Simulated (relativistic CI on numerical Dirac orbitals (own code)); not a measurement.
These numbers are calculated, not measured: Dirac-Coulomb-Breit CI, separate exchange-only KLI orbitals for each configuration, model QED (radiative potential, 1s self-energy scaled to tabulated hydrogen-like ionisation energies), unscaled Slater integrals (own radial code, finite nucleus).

CI space (outside the closed core [Ne]): 3s, 3p, 3d, 4s, 4p, 4d, 4f, 5s, 5p, 5d, 5f, 5g, 6s, 6p, 6d, 7s, 7p. Levels of other configurations are missing.

At this charge energies of transitions that change n are usually good to better than 1 %, and those within a shell (Δn = 0) to a few per cent.

Outline of the computed level scheme of Pt LXVIII. Lowest level of each configuration: 3s 2S_1/2 at 0.00 eV; 3p 2P°_1/2 at 173.78 eV; 3d 2D_3/2 at 853.41 eV; 4s 2S_1/2 at 3698.68 eV; 4p 2P°_1/2 at 3770.34 eV; 4d 2D_3/2 at 4042.68 eV; 4f 2F°_5/2 at 4128.71 eV; 5s 2S_1/2 at 5342.77 eV; 5p 2P°_1/2 at 5378.68 eV.

Some strong electric-dipole decays among the lowest 15 levels: 4f 2F°_7/2 → 3d 2D_5/2 (3.0e+14 s⁻¹); 4f 2F°_5/2 → 3d 2D_3/2 (2.9e+14 s⁻¹); 4d 2D_5/2 → 3p 2P°_3/2 (1.5e+14 s⁻¹); 4d 2D_3/2 → 3p 2P°_1/2 (1.1e+14 s⁻¹); 4p 2P°_1/2 → 3s 2S_1/2 (8.1e+13 s⁻¹); 4s 2S_1/2 → 3p 2P°_3/2 (6.4e+13 s⁻¹); 4p 2P°_3/2 → 3s 2S_1/2 (4.6e+13 s⁻¹); 5p 2P°_1/2 → 3s 2S_1/2 (4.4e+13 s⁻¹).
